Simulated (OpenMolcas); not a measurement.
# C III: effect of the level shift or regulariser

- Program: OpenMolcas 26.06
- Basis: ANO-RCC-VQZP [5s4p3d2f1g]
- Scalar Hamiltonian: DKH2, point nucleus
- Active space: 2 electrons in 4 orbitals (2s 2p)
- State averaging: 2S+1 = 3 even, 3 roots; 2S+1 = 1 even, 7 roots; 2S+1 = 3 odd, 3 roots; 2S+1 = 1 odd, 3 roots
- Spin-orbit coupling: RASSI with atomic mean-field integrals over the reference wave functions, term energies averaged over their components

Methods on the same reference wave functions:
A. CASSCF
B. MS-CASPT2, IPEA 0.25 Eh, imaginary shift 0.1 Eh (closed shells correlated: 1s)
C. MS-CASPT2, IPEA 0.25 Eh, sigma2 regulariser 0.3 Eh (closed shells correlated: 1s)

Energies in cm⁻¹ above 2s² ¹S₀, the measured ground level; measured values from Moore, Selected Tables of Atomic Spectra, NSRDS-NBS 3, section 3.

```json
{"Level": "2s² ¹S₀", "A": "0.0", "B": "0.0", "C": "0.0", "Measured": "0.0"}
{"Level": "2s 2p ³P°₀", "A": "52936", "B": "52363", "C": "52363", "Measured": "52367"}
{"Level": "2s 2p ³P°₁", "A": "52963", "B": "52389", "C": "52389", "Measured": "52391"}
{"Level": "2s 2p ³P°₂", "A": "53016", "B": "52443", "C": "52443", "Measured": "52447"}
{"Level": "2s 2p ¹P°₁", "A": "113218", "B": "103664", "C": "103664", "Measured": "102352"}
{"Level": "2p² ³P₀", "A": "139216", "B": "137471", "C": "137472", "Measured": "137426"}
{"Level": "2p² ³P₁", "A": "139243", "B": "137498", "C": "137498", "Measured": "137454"}
{"Level": "2p² ³P₂", "A": "139296", "B": "137551", "C": "137551", "Measured": "137502"}
{"Level": "2p² ¹D₂", "A": "156208", "B": "147025", "C": "147025", "Measured": "145876"}
{"Level": "2p² ¹S₀", "A": "196164", "B": "183147", "C": "183151", "Measured": "182520"}
```

Deviations, from unrounded energies. A percentage is the sum of absolute deviations over the sum of measured energies, with the sign that they share, or ± where signs differ.

```json
{"Against measurement": "mean absolute deviation (cm-1)", "Levels": "9", "A": "4700", "B": "360", "C": "360"}
{"Against measurement": "other configurations (%)", "Levels": "9", "A": "+4.2", "B": "±0.3", "C": "±0.3"}
```

B, C lie about equally close to measurement and A furthest from it. The largest miss of B in the table is 2s 2p ¹P°₁, by +1300 cm-1. The ranking rests on the paired levels alone, and a cruder setting can come out closer through cancelling errors.

Between B and C no level of the table moves by more than 5 cm-1.

The two smallest mean deviations differ by little beside CASPT2's spread within terms, so their order carries little weight.

The lowest spin-free term lies below A's lowest term by 0.018 hartree in B, 0.018 hartree in C.

Measured partners are found by configuration, term and J. A level has none where our copy of the source lacks it or the pairing is in doubt (some pairs that miss far off the trend of their configuration count as doubtful), and it then counts in no deviation. Only configurations of the active space appear.

° marks odd parity.
